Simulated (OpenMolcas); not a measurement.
# AlGa at 2.472 Å: OpenMolcas input and output

Input (each module block was a call of its own in one work directory; start orbitals came from a preliminary run):

```
&GATEWAY
Coord
2
angstrom
Ga 0.0 0.0 0.0
Al 0.0 0.0 2.4720
Basis=ANO-RCC-VTZP
Group=XY
RX2C
AMFI
ANGMom
0.0 0.0 0.0
RICD
&SEWARD
&GUESSORB
* RASSCF and CASPT2 blocks for each multiplicity and irrep, as for the first:
&RASSCF
FileOrb=$CurrDir/o31.orb
Symmetry=1
Spin=3
nActEl=6 0 0
Inactive=11 8
RAS2=4 4
CIRoot=5 5 1
Linear
Iterations=120 100
OrbListing=Nothing
PRWF=0.15
>>COPY $Project.RasOrb $CurrDir/o31.orb
>>COPY $Project.rasscf.h5 $CurrDir/r31.h5
&CASPT2
XMultistate=all
Imaginary=0.2
IPEA=0.25
MaxIter=40
>>COPY $Project.JobMix JOB001
&RASSI
Nr of JobIphs=5 5 4 5 2 1
1 2 3 4 5
1 2 3 4
1 2 3 4 5
1 2
1
SpinOrbit
EJob
Omega
MEES
MESO
Properties=4
'AngMom' 3 'Mltpl  1' 1 'Mltpl  1' 2 'Mltpl  1' 3
Thrs=1.0d-4
>>COPY $Project.rassi.h5 $CurrDir/so.h5
```

```bash
pymolcas m.inp
```

C2 symmetry about the axis (a holds Σ, Δ, Γ; b holds Π, Φ, H; Σ⁺ and Σ⁻ are not told apart); roots by multiplicity and irrep: 3a 5, 3b 4, 1a 5, 1b 2, 5a 1.

RASSI part of the output, in excerpt:

```
SPIN-FREE ENERGIES:
  (Shifted by EMIN (a.u.) =      -2184.7928110065)
 SF State       Relative EMIN(au)   Rel lowest level(eV)    D:o, cm**(-1)      Abs_M
     1             0.0000000000        0.0000000000              0.0000         0.0
     6             0.0037875052        0.1030632680            831.2613         1.0
     7             0.0037875052        0.1030632680            831.2613         1.0
    10             0.0159101194        0.4329364031           3491.8676         2.0
    11             0.0162386979        0.4418774804           3563.9822         2.0
    15             0.0211889941        0.5765819038           4650.4467         1.0
    16             0.0211889947        0.5765819194           4650.4468         1.0
    12             0.0217768194        0.5925774449           4779.4594         0.0
    13             0.0381716246        1.0387028210           8377.7032         0.0
    17             0.0666799669        1.8144543338          14634.5612         0.0
    14             0.0704058076        1.9158396237          15452.2887         0.0
     2             0.0792773773        2.1572473354          17399.3732         2.0
     3             0.0793796049        2.1600290899          17421.8095         2.0
     4             0.0838051941        2.2804555056          18393.1141         0.0
     5             0.0867281533        2.3599932780          19034.6295         0.0
     8             0.0883108898        2.4030617330          19382.0000         1.0
     9             0.0883108907        2.4030617554          19382.0002         1.0
++ Dipole transition strengths (spin-free states):
     for osc. strength at least  1.00000000E-05
      From   To        Osc. strength     Einstein coefficients Ax, Ay, Az (sec-1)    Total A (sec-1)
         1    6       2.60277053E-04  8.91670409E+01  3.07975975E+01  0.00000000E+00  1.19964638E+02
         1    7       2.60277116E-04  3.07976032E+01  8.91670641E+01  0.00000000E+00  1.19964667E+02
         1    5       2.71647207E-02  0.00000000E+00  0.00000000E+00  6.56502410E+06  6.56502410E+06
         1    8       1.69807661E-05  2.91107022E+01  4.22586107E+03  0.00000000E+00  4.25497177E+03
         1    9       1.69807821E-05  4.22586521E+03  2.91106709E+01  0.00000000E+00  4.25497588E+03
         6    2       1.39439875E-05  2.41035037E+03  1.42793260E+02  0.00000000E+00  2.55314363E+03
         6    3       1.39627778E-05  1.43378077E+02  2.42013494E+03  0.00000000E+00  2.56351302E+03
         6    4       2.49997306E-05  1.29830153E+03  3.84471853E+03  0.00000000E+00  5.14302006E+03
         6    5       2.17779140E-05  3.58548195E+03  1.22802952E+03  0.00000000E+00  4.81351147E+03
         6    8       2.13440433E-03  0.00000000E+00  0.00000000E+00  4.89938236E+05  4.89938236E+05
         6    9       4.34815499E-03  0.00000000E+00  0.00000000E+00  9.98089913E+05  9.98089913E+05
         7    2       1.39439539E-05  1.42820118E+02  2.41031736E+03  0.00000000E+00  2.55313748E+03
         7    3       1.39626217E-05  2.42009578E+03  1.43388586E+02  0.00000000E+00  2.56348436E+03
         7    4       2.49994298E-05  3.84472559E+03  1.29823260E+03  0.00000000E+00  5.14295818E+03
         7    5       2.17780181E-05  1.22803255E+03  3.58550193E+03  0.00000000E+00  4.81353448E+03
         7    8       4.34815691E-03  0.00000000E+00  0.00000000E+00  9.98090332E+05  9.98090332E+05
         7    9       2.13440308E-03  0.00000000E+00  0.00000000E+00  4.89937959E+05  4.89937959E+05
        10   15       3.13133112E-04  4.42088318E+01  2.36155395E+02  0.00000000E+00  2.80364227E+02
        10   16       3.13138421E-04  2.36155464E+02  4.42135773E+01  0.00000000E+00  2.80369041E+02
        11   15       2.93646588E-04  1.94746797E+02  3.64587356E+01  0.00000000E+00  2.31205533E+02
        11   16       2.93643569E-04  3.64587455E+01  1.94744464E+02  0.00000000E+00  2.31203210E+02
        15   13       2.85152116E-03  2.64236656E+04  2.63907979E-01  0.00000000E+00  2.64239295E+04
        15   14       1.30619580E-05  6.74058062E-03  1.01658400E+03  0.00000000E+00  1.01659074E+03
        16   13       2.85151649E-03  2.62839183E-01  2.64236216E+04  0.00000000E+00  2.64238844E+04
        16   14       1.30615705E-05  1.01655389E+03  6.67061592E-03  0.00000000E+00  1.01656056E+03
         2    8       1.48140377E-04  5.10385689E+01  3.37377893E+02  0.00000000E+00  3.88416462E+02
         2    9       1.48135191E-04  3.37360139E+02  5.10427967E+01  0.00000000E+00  3.88402936E+02
         3    8       1.46461132E-04  3.26043692E+02  4.93276882E+01  0.00000000E+00  3.75371380E+02
         3    9       1.46462573E-04  4.93267798E+01  3.26048362E+02  0.00000000E+00  3.75375142E+02
         4    8       9.04269551E-05  5.86701839E+01  3.13584388E-01  0.00000000E+00  5.89837683E+01
         4    9       9.04252584E-05  3.13521818E-01  5.86691614E+01  0.00000000E+00  5.89826832E+01
         5    8       9.95802802E-05  4.81866132E-02  7.96677558E+00  0.00000000E+00  8.01496219E+00
         5    9       9.95812605E-05  7.96686381E+00  4.81856340E-02  0.00000000E+00  8.01504944E+00
 Electric-quadrupole - electric-quadrupole not included
 Electric-dipole - electric-octupole not included
 Electric-dipole - magnetic-quadrupole not included
   Eigenvalues of complex Hamiltonian:
  (Shifted by EMIN (a.u.) =      -2184.7928110065)
 SO State       Relative EMIN(au)   Rel lowest level(eV)    D:o, cm**(-1)      Omega
     1            -0.0002675680        0.0000000000              0.0000         0.0
     2            -0.0001018174        0.0045103040             36.3781         1.0
     3            -0.0001018174        0.0045103041             36.3781         1.0
     4             0.0030940994        0.0914756320            737.8007         0.0
     5             0.0032530786        0.0958016744            772.6926         0.0
     6             0.0038326158        0.1115716871            899.8863         1.0
     7             0.0038326159        0.1115716875            899.8863         1.0
     8             0.0043921643        0.1267977775           1022.6930         2.0
     9             0.0043937179        0.1268400506           1023.0340         2.0
    10             0.0159558106        0.4414606224           3560.6200         2.0
    11             0.0162827755        0.4503577910           3632.3806         2.0
    12             0.0212064346        0.5843373793           4712.9988         1.0
    13             0.0212064351        0.5843373942           4712.9989         1.0
    14             0.0218052557        0.6006321324           4844.4249         0.0
    15             0.0382291008        1.0475477253           8449.0422         0.0
    16             0.0666710082        1.8214914517          14691.3193         0.0
    17             0.0666721873        1.8215235377          14691.5781         1.0
    18             0.0666721873        1.8215235377          14691.5781         1.0
    19             0.0666748938        1.8215971862          14692.1721         2.0
    20             0.0666748938        1.8215971856          14692.1721         2.0
    21             0.0702667044        1.9193353317          15480.4834         0.0
    22             0.0781597039        2.1341147888          17212.7966         1.0
    23             0.0781597042        2.1341147962          17212.7967         1.0
    24             0.0792687374        2.1642931263          17456.2013         2.0
    25             0.0793706388        2.1670660058          17478.5661         2.0
    26             0.0804860088        2.1974167710          17723.3615         3.0
    27             0.0804860089        2.1974167716          17723.3615         3.0
    28             0.0837881151        2.2872716587          18448.0901         1.0
    29             0.0837881157        2.2872716768          18448.0902         1.0
    30             0.0838823993        2.2898372629          18468.7831         0.0
    31             0.0865765516        2.3631488831          19060.0811         0.0
    32             0.0866865063        2.3661409017          19084.2134         1.0
    33             0.0866865080        2.3661409496          19084.2138         1.0
    34             0.0877255610        2.3944150212          19312.2596         0.0
    35             0.0878289863        2.3972293662          19334.9588         0.0
    36             0.0884279294        2.4135274375          19466.4116         1.0
    37             0.0884279315        2.4135274947          19466.4121         1.0
    38             0.0890238915        2.4297443941          19597.2102         2.0
    39             0.0890241801        2.4297522481          19597.2735         2.0
 Weights of the five most important spin-orbit-free states for each spin-orbit state.
 SO State  Total energy (au)           Spin-free states, spin, and weights
    1        -0.000268       1 1.0  0.9388    6 1.0  0.0293    7 1.0  0.0293   12 0.0  0.0017   13 0.0  0.0008
    2        -0.000102       1 1.0  0.9788    6 1.0  0.0128    7 1.0  0.0078   16 0.0  0.0004    4 1.0  0.0001
    3        -0.000102       1 1.0  0.9788    7 1.0  0.0128    6 1.0  0.0078   15 0.0  0.0004    4 1.0  0.0001
    4         0.003094       6 1.0  0.4999    7 1.0  0.4999   14 0.0  0.0002    4 1.0  0.0001    8 1.0  0.0000
    5         0.003253       6 1.0  0.4697    7 1.0  0.4697    1 1.0  0.0588   13 0.0  0.0012   12 0.0  0.0004
    6         0.003833       7 1.0  0.5717    6 1.0  0.4063    1 1.0  0.0204   15 0.0  0.0013   16 0.0  0.0002
    7         0.003833       6 1.0  0.5717    7 1.0  0.4063    1 1.0  0.0204   16 0.0  0.0013   15 0.0  0.0002
    8         0.004392       7 1.0  0.4975    6 1.0  0.4975   10 0.0  0.0049    3 1.0  0.0001    2 1.0  0.0001
    9         0.004394       6 1.0  0.4976    7 1.0  0.4976   11 0.0  0.0046    2 1.0  0.0001    3 1.0  0.0001
   10         0.015956      10 0.0  0.9950    6 1.0  0.0024    7 1.0  0.0024    3 1.0  0.0001    2 1.0  0.0001
   11         0.016283      11 0.0  0.9952    7 1.0  0.0023    6 1.0  0.0023    2 1.0  0.0001    3 1.0  0.0001
   12         0.021206      15 0.0  0.9978    6 1.0  0.0009    1 1.0  0.0007    7 1.0  0.0003    5 1.0  0.0001
   13         0.021206      16 0.0  0.9978    7 1.0  0.0009    1 1.0  0.0007    6 1.0  0.0003    5 1.0  0.0001
   14         0.021805      12 0.0  0.9976    1 1.0  0.0021    8 1.0  0.0001    9 1.0  0.0001    7 1.0  0.0000
   15         0.038229      13 0.0  0.9976    7 1.0  0.0008    6 1.0  0.0008    1 1.0  0.0004    9 1.0  0.0002
   16         0.066671      17 2.0  0.9994    4 1.0  0.0004   14 0.0  0.0001    9 1.0  0.0001    8 1.0  0.0001
   17         0.066672      17 2.0  0.9996    4 1.0  0.0003    9 1.0  0.0001    8 1.0  0.0001    7 1.0  0.0000
   18         0.066672      17 2.0  0.9996    4 1.0  0.0003    9 1.0  0.0001    8 1.0  0.0001    7 1.0  0.0000
   19         0.066675      17 2.0  0.9997    9 1.0  0.0001    8 1.0  0.0001    6 1.0  0.0000    7 1.0  0.0000
   20         0.066675      17 2.0  0.9997    9 1.0  0.0001    8 1.0  0.0001    6 1.0  0.0000    7 1.0  0.0000
   21         0.070267      14 0.0  0.9889    4 1.0  0.0099    8 1.0  0.0005    9 1.0  0.0005   17 2.0  0.0001
   22         0.078160       2 1.0  0.5204    3 1.0  0.4766    8 1.0  0.0014    9 1.0  0.0013    7 1.0  0.0001
   23         0.078160       2 1.0  0.5204    3 1.0  0.4766    9 1.0  0.0014    8 1.0  0.0013    6 1.0  0.0001
   24         0.079269       2 1.0  0.9969    8 1.0  0.0014    9 1.0  0.0014   11 0.0  0.0001   10 0.0  0.0001
   25         0.079371       3 1.0  0.9969    9 1.0  0.0014    8 1.0  0.0014   10 0.0  0.0001   11 0.0  0.0001
   26         0.080486       3 1.0  0.5219    2 1.0  0.4781    9 1.0  0.0000    8 1.0  0.0000    6 1.0  0.0000
   27         0.080486       3 1.0  0.5219    2 1.0  0.4781    8 1.0  0.0000    9 1.0  0.0000    7 1.0  0.0000
   28         0.083788       4 1.0  0.9910    8 1.0  0.0067    9 1.0  0.0009    5 1.0  0.0008   17 2.0  0.0003
   29         0.083788       4 1.0  0.9910    9 1.0  0.0067    8 1.0  0.0009    5 1.0  0.0008   17 2.0  0.0003
   30         0.083882       4 1.0  0.9706   14 0.0  0.0106    8 1.0  0.0091    9 1.0  0.0091   17 2.0  0.0004
   31         0.086577       5 1.0  0.8716    9 1.0  0.0641    8 1.0  0.0641   13 0.0  0.0001    7 1.0  0.0000
   32         0.086687       5 1.0  0.9698    9 1.0  0.0274    4 1.0  0.0018    8 1.0  0.0008    3 1.0  0.0001
   33         0.086687       5 1.0  0.9698    8 1.0  0.0274    4 1.0  0.0018    9 1.0  0.0008    3 1.0  0.0001
   34         0.087726       8 1.0  0.4903    9 1.0  0.4903    4 1.0  0.0190   14 0.0  0.0003   17 2.0  0.0001
   35         0.087829       8 1.0  0.4356    9 1.0  0.4356    5 1.0  0.1282   12 0.0  0.0003   13 0.0  0.0002
   36         0.088428       8 1.0  0.9288    9 1.0  0.0326    5 1.0  0.0293    4 1.0  0.0067    3 1.0  0.0013
   37         0.088428       9 1.0  0.9288    8 1.0  0.0326    5 1.0  0.0293    4 1.0  0.0067    3 1.0  0.0013
   38         0.089024       9 1.0  0.4985    8 1.0  0.4985    2 1.0  0.0028   17 2.0  0.0002    6 1.0  0.0000
   39         0.089024       9 1.0  0.4984    8 1.0  0.4984    3 1.0  0.0029   17 2.0  0.0002    7 1.0  0.0000
++ Dipole transition strengths (SO states):
        for osc. strength at least   1.00000000E-05
      From   To        Osc. strength     Einstein coefficients Ax, Ay, Az (sec-1)    Total A (sec-1)
         1    6       2.72814113E-04  1.31064455E+02  1.62971634E+01  0.00000000E+00  1.47361618E+02
         1    7       2.72814110E-04  1.62971514E+01  1.31064467E+02  0.00000000E+00  1.47361618E+02
         1   31       2.44054557E-02  0.00000000E+00  0.00000000E+00  5.91396347E+06  5.91396347E+06
         1   35       1.52458970E-03  0.00000000E+00  0.00000000E+00  3.80173385E+05  3.80173385E+05
         1   36       1.29148065E-05  3.37325210E+01  3.23065669E+03  0.00000000E+00  3.26438921E+03
...
```

Only roots inside an energy window near the equilibrium distance were included, so the list of states is not complete; labels number the states computed. Each spin and symmetry block has orbitals of its own, averaged over its own roots, so gaps between blocks are less sure than gaps within one and near the minimum can be off by tenths of an eV, in bad cases by more. No Rydberg orbitals are active, so Rydberg states, and σ→σ* states whose orbital the CASSCF left unused, can be missing between those listed. CASPT2 splits the two components of degenerate states numerically, here by up to 72 cm⁻¹. No roots were computed in block 5b (none fell in the window or the block failed), so states of that kind are missing and can lie low or lowest.
